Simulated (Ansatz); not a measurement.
System: SiH$_{3}$, net charge -1, singlet state. 
Coordinates optimised at B3LYP-D3(BJ)/def2-TZVP (Ansatz, an electronic-structure program):
```
Si
H 1 1.5441
H 1 1.5441 2 94.12
H 1 1.5441 2 94.12 3 -94.44
```
Charge -1, spin multiplicity 1.

Basis-set convergence of Hartree-Fock and MP2 correlation energies (hartree) with Ansatz. Valence correlation only, unless marked. Spin-orbit coupling is left out. No relativistic terms.

```csv
basis,functions,E(HF),"E(corr, MP2)"
def2-SVPD,48,-290.53696,-0.12878
def2-TZVPPD,99,-290.64107,-0.15303
def2-QZVPPD,175,-290.65111,-0.16278
```

Extrapolating the two largest sets (X = 3 and 4) as X^-3: E(corr) = (64·(-0.16278) - 27·(-0.15303))/37 = -0.1699 Eh, an estimate of the basis-set limit. The largest set recovers 95.8 % of it, the smallest 75.8 %.
